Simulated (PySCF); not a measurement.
## Correlation energy of Cu (copper, neutral)

[Ar] 3d9 4s1 5s1, high-spin 4D determinant (an excited configuration). Computed with PySCF 2.14 in x2c-TZVPPall with one added diffuse shell each of s, p, d, f type (7s6p5d3f1g, 80 functions), with the spin-free X2C one-electron Hamiltonian (Gaussian nucleus). Frozen: [Ne]; 19 electrons correlated.

```json
{"level": "CCSD", "correlation energy (mhartree)": "-641.79"}
{"level": "(T)", "correlation energy (mhartree)": "-13.87"}
{"level": "CCSD(T)", "correlation energy (mhartree)": "-655.66"}
```

Diagnostics: T1 = 0.014, D1 = 0.0555, largest double amplitude 0.053.

The outer electron is Rydberg-like, and this basis confines it to a smaller radius and binds it less than a complete one would.

Cost of the coupled-cluster step: roughly 100 core-seconds, for 19 correlated electrons.

This basis was not built for core-valence correlation, so the inner-shell part is incomplete.
